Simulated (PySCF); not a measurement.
wavenumber (cm⁻¹), absorption (km/mol per cm⁻¹) and a bar:
```
        0      0.005 
        7      0.006 
       14      0.007 
       21      0.008 
       28      0.011 
       35      0.017 
       42      0.029 
       49      0.058 
       56      0.161 #
       63      0.200 #
       70      0.069 
       77      0.031 
       84      0.019 
       91      0.013 
       98      0.011 
      105      0.010 
      112      0.009 
      119      0.009 
      126      0.008 
      133      0.009 
      140      0.009 
      147      0.009 
      154      0.010 
      161      0.010 
      168      0.011 
      175      0.012 
      182      0.013 
      189      0.014 
      196      0.015 
      203      0.017 
      210      0.019 
      217      0.021 
      224      0.024 
      231      0.027 
      238      0.031 
      245      0.036 
      252      0.042 
      259      0.051 
      266      0.062 
      273      0.077 
      280      0.098 
      287      0.129 #
      294      0.178 #
      301      0.262 #
      308      0.420 ##
      315      0.771 ####
      322      1.768 #########
      329      5.332 ##########################
      336      6.150 ##############################
      343      2.037 ##########
      350      0.853 ####
      357      0.453 ##
      364      0.278 #
      371      0.187 #
      378      0.135 #
      385      0.101 
      392      0.079 
      399      0.063 
      406      0.052 
      413      0.043
```

This is the computed harmonic infrared spectrum of doublet TiI3, Lorentzian lines of 12 cm⁻¹ full width. Method: PySCF, UPBE, basis Ti def2-SVP, I def2-SVP with ECP28 (scalar-relativistic core potentials, no spin–orbit coupling, density fitting).

Task: Which bands make it up, and how are they assigned?

Result: In D3h symmetry, counting bands above 1 % of the strongest: 60 cm⁻¹ (a2'', 4.5 km/mol); 333 cm⁻¹ (e', 145 km/mol).

This need not be the most stable arrangement of these atoms. Open d and f shells are described by one determinant, and the ground state may have another occupation or spin. With an element this heavy the missing spin–orbit coupling can shift these numbers.
